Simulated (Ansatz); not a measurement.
Program: Ansatz. Geometries: PBE0-D4/def2-TZVP. ΔE: electronic, gas phase. CBS: MP2 limit from def2 TZ/QZ plus the TZ coupled-cluster correction, frozen cores. Functionals use def2-TZVPP. B3LYP here is the variant with VWN-RPA as its local correlation; programs differ in this. For Mg outer-core shells are correlated without core-valence functions, which leaves a few kJ/mol of doubt a bond. Each species was taken in one conformer, which may not be the lowest.

Consider the formal exchange of groups at the Si–O bond: `[SiH3][O][Mg][SH]` + `CCCO` → `CC([SiH3])CO` + `[OH][Mg][SH]`.

`[SiH3][O][Mg][SH]`:

```xyz
8

Si   -1.825    0.156   -0.322
O    -0.235    0.162   -0.051
Mg    1.526    0.164    0.249
S     3.772    0.199    0.630
H    -2.161   -0.610   -1.558
H    -2.565   -0.472    0.812
H    -2.351    1.542   -0.492
H     3.839   -1.141    0.732
```

`CCCO`:

```xyz
12

C     0.508    1.170   -0.836
C    -0.293   -0.070   -0.476
C    -0.089   -0.488    0.967
O    -0.867   -1.605    1.340
H     1.579    1.007   -0.689
H     0.356    1.453   -1.879
H     0.216    2.021   -0.215
H    -0.005   -0.901   -1.132
H    -1.361    0.102   -0.641
H     0.980   -0.671    1.154
H    -0.395    0.322    1.636
H    -0.629   -2.340    0.770
```

`CC([SiH3])CO`:

Z-matrix (Å, degrees):
```
C
C 1 1.527
H 1 1.091 2 110.6
H 1 1.092 2 111.6 3 -120.4
H 1 1.095 2 111.0 3 119.5
Si 2 1.884 1 111.1 3 179.1
C 2 1.515 1 112.0 3 -56.1
H 2 1.098 1 109.0 3 62.4
H 6 1.489 2 111.2 1 -177.4
H 6 1.487 2 109.7 1 -57.0
H 6 1.490 2 110.3 1 62.4
O 7 1.416 2 108.7 1 61.7
H 7 1.099 2 110.1 1 -177.3
H 7 1.101 2 109.5 1 -59.1
H 12 0.960 7 108.6 2 -176.0
```

`[OH][Mg][SH]`:

Cartesian coordinates in Å:
```
O 1.154 0.949 -1.034
Mg 0.234 -0.106 0.028
S -0.929 -1.449 1.463
H 1.599 1.341 -1.772
H -2.059 -0.734 1.315
```

```json
{"level": "PBE-D4", "ΔE (kJ/mol)": "117.8", "difference from CCSD(T)/CBS": "-15.7"}
{"level": "PBE0-D4", "ΔE (kJ/mol)": "124.0", "difference from CCSD(T)/CBS": "-9.5"}
{"level": "B3LYP-D4", "ΔE (kJ/mol)": "132.5", "difference from CCSD(T)/CBS": "-1.0"}
{"level": "ωB97X-V", "ΔE (kJ/mol)": "129.9", "difference from CCSD(T)/CBS": "-3.6"}
{"level": "ωB97M-V", "ΔE (kJ/mol)": "128.2", "difference from CCSD(T)/CBS": "-5.3"}
{"level": "B2PLYP", "ΔE (kJ/mol)": "139.5", "difference from CCSD(T)/CBS": "6.0"}
{"level": "PBE", "ΔE (kJ/mol)": "123.5", "difference from CCSD(T)/CBS": "-10.0"}
{"level": "r2SCAN", "ΔE (kJ/mol)": "132.8", "difference from CCSD(T)/CBS": "-0.7"}
{"level": "B3LYP", "ΔE (kJ/mol)": "141.5", "difference from CCSD(T)/CBS": "8.0"}
{"level": "MP2/def2-TZVPP", "ΔE (kJ/mol)": "131.8", "difference from CCSD(T)/CBS": "-1.7"}
{"level": "CCSD/def2-TZVPP", "ΔE (kJ/mol)": "137.4", "difference from CCSD(T)/CBS": "3.9"}
{"level": "CCSD(T)/def2-TZVPP", "ΔE (kJ/mol)": "133.6", "difference from CCSD(T)/CBS": "0.1"}
{"level": "MP2/def2-QZVPP", "ΔE (kJ/mol)": "132.5", "difference from CCSD(T)/CBS": "-1.0"}
{"level": "HF/CBS(def2)", "ΔE (kJ/mol)": "165.5", "difference from CCSD(T)/CBS": "32.0"}
{"level": "MP2/CBS(def2)", "ΔE (kJ/mol)": "131.6", "difference from CCSD(T)/CBS": "-1.9"}
{"level": "CCSD/CBS(def2)", "ΔE (kJ/mol)": "137.3", "difference from CCSD(T)/CBS": "3.8"}
{"level": "CCSD(T)/CBS", "ΔE (kJ/mol)": "133.5", "difference from CCSD(T)/CBS": "0"}
```

Largest T1 diagnostic among the species: 0.010.

From PBE to PBE0 (25 % exact exchange), in def2-TZVPP and without D4, ΔE moves by +5.5 kJ/mol. In def2-TZVPP, CCSD(T) changes the Hartree–Fock value by −29.2 kJ/mol (the triples alone add −3.8 kJ/mol) and MP2 by −31.0 kJ/mol. The D4 term adds −9.0 kJ/mol with B3LYP and −5.0 kJ/mol with PBE0; it sums over pairs of atoms, weighted by their polarisabilities, and B3LYP, whose exchange is more repulsive, gets the larger term.
